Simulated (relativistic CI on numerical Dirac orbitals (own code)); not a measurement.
## How well does a small relativistic CI reproduce Ne II?

Calculated at this level of theory: Dirac-Coulomb-Breit CI, KLI orbitals optimised for each configuration, a model potential for QED, valence Slater integrals scaled by 0.85, P86 correlation energy added to each configuration (own radial code, finite nucleus).

CI space (outside the closed core 1s2): 2s2 2p5, 2s 2p6, 2s2 2p4 3s, 2s2 2p4 3p, 2s2 2p4 3d, 2s2 2p4 4s, 2s2 2p4 4p, 2s2 2p4 4d, 2s2 2p4 4f, 2s2 2p4 5s, 2s2 2p4 5p, 2s2 2p4 5d, 2s2 2p4 5f, 2s2 2p4 5g, 2s2 2p3 3s2, 2s2 2p3 3s 3p. Levels of other configurations are missing.

| Configuration | Term (tabulated) | J | Measured (cm⁻¹) | Computed | Error | Purity (%) |
| --- | --- | --- | --- | --- | --- | --- |
| 2s2 2p5 | 2P° | 3/2 | 0.0 | 0 | 0 | 100 |
| 2s2 2p5 | 2P° | 1/2 | 780.3 | 764 | -17 | 100 |
| 2s 2p6 | 2S † | 1/2 | 217047.6 | 237336 | 20288 | 95 |
| 2s2 2p4 3s | 4P | 5/2 | 219130.8 | 216811 | -2320 | 100 |
| 2s2 2p4 3s | 4P | 3/2 | 219648.4 | 217322 | -2326 | 100 |
| 2s2 2p4 3s | 4P | 1/2 | 219947.5 | 217619 | -2329 | 100 |
| 2s2 2p4 3s | 2P | 3/2 | 224087.0 | 221220 | -2868 | 99 |
| 2s2 2p4 3s | 2P | 1/2 | 224699.3 | 221824 | -2875 | 100 |
| 2s2 2p4 3p | 4P° | 5/2 | 246192.5 | 244210 | -1983 | 98 |
| 2s2 2p4 3s | 2D | 5/2 | 246394.1 | 241856 | -4538 | 100 |
| 2s2 2p4 3s | 2D | 3/2 | 246397.5 | 241860 | -4537 | 100 |
| 2s2 2p4 3p | 4P° | 3/2 | 246415.0 | 244429 | -1986 | 98 |
| 2s2 2p4 3p | 4P° | 1/2 | 246597.7 | 244617 | -1980 | 99 |
| 2s2 2p4 3p | 4D° | 7/2 | 249108.6 | 246144 | -2964 | 100 |
| 2s2 2p4 3p | 4D° | 5/2 | 249446.0 | 246485 | -2961 | 96 |
| 2s2 2p4 3p | 4D° | 3/2 | 249695.5 | 246735 | -2961 | 98 |
| 2s2 2p4 3p | 4D° | 1/2 | 249839.6 | 246876 | -2963 | 100 |
| 2s2 2p4 3p | 2P° | 3/2 | 254165.0 | 251751 | -2414 | 98 |
| 2s2 2p4 3p | 2P° | 1/2 | 254292.2 | 251851 | -2442 | 97 |
| 2s2 2p4 3p | 2P° | 3/2 | 276276.8 | 272398 | -3879 | 90 |
| 2s2 2p4 3p | 2P° | 1/2 | 276511.8 | 272624 | -3888 | 91 |
| 2s2 2p4 3s | 2S | 1/2 | 276677.1 | 276858 | 180 | 93 |
| 2s2 2p4 3d | 4D | 5/2 | 279218.7 | 275783 | -3436 | 93 |
| 2s2 2p4 3d | 2P | 3/2 | 281720.3 | 278191 | -3529 | 84 |
| 2s2 2p4 4s | 2P | 3/2 | 283322.3 | 280629 | -2694 | 94 |

Measured levels from NIST Handbook of Basic Atomic Spectroscopic Data (Sansonetti and Martin, J. Phys. Chem. Ref. Data 34, 1559 (2005)); pairs were made by configuration, J and term (by order where the table uses no LS term), so strongly mixed levels may be paired wrongly.

Mean error by configuration (cm⁻¹): 2s2 2p5 -17; 2s2 2p4 3s -2702; 2s2 2p4 3p -2765; 2s2 2p4 3d -3483; 2s2 2p4 4s -2694. Over the excited levels the mean absolute error is 2699 cm⁻¹ (24 of the 27 excited levels that our extract of the source holds in range could be paired, and the others can miss by more), and the median relative error of those above 1,000 cm⁻¹ is 1.2 %. † marks terms whose computed intervals miss the measured ones by more than a factor of 2.5, or configurations far off the rest, from wrong mixing, a near crossing or a doubtful label or measurement; they are left out of the means.

Transition probabilities of persistent lines. The last column rescales the computed rate by the cube of measured over computed energy:

```csv
λ measured (Å),Lower,Upper,A tabulated (s⁻¹),A computed,A rescaled
352.95 vacuum,2s2 2p5 2P°_3/2,2s2 2p4 4s 2P_3/2,6.69e+08,9.56e+08,9.84e+08
354.96 vacuum,2s2 2p5 2P°_3/2,2s2 2p4 3d 2P_3/2,1.73e+09,1.02e+09,1.06e+09
445.04 vacuum,2s2 2p5 2P°_3/2,2s2 2p4 3s 2P_1/2,1.31e+09,1.33e+09,1.38e+09
446.26 vacuum,2s2 2p5 2P°_3/2,2s2 2p4 3s 2P_3/2,3.26e+09,3.23e+09,3.36e+09
446.59 vacuum,2s2 2p5 2P°_1/2,2s2 2p4 3s 2P_1/2,2.60e+09,2.52e+09,2.62e+09
460.73 vacuum,2s2 2p5 2P°_3/2,2s 2p6 2S_1/2,5.39e+09,1.17e+10,8.93e+09
462.39 vacuum,2s2 2p5 2P°_1/2,2s 2p6 2S_1/2,2.66e+09,5.82e+09,4.45e+09
1916.08 vacuum,2s2 2p4 3s 2P_3/2,2s2 2p4 3p 2P°_3/2,6.90e+07,6.53e+07,6.92e+07
3323.74 air,2s2 2p4 3s 2P_3/2,2s2 2p4 3p 2P°_3/2,1.60e+08,1.62e+08,1.55e+08
3766.26 air,2s2 2p4 3s 4P_3/2,2s2 2p4 3p 4P°_5/2,2.90e+07,3.07e+07,2.95e+07
3777.13 air,2s2 2p4 3s 4P_1/2,2s2 2p4 3p 4P°_3/2,4.20e+07,4.53e+07,4.35e+07
```
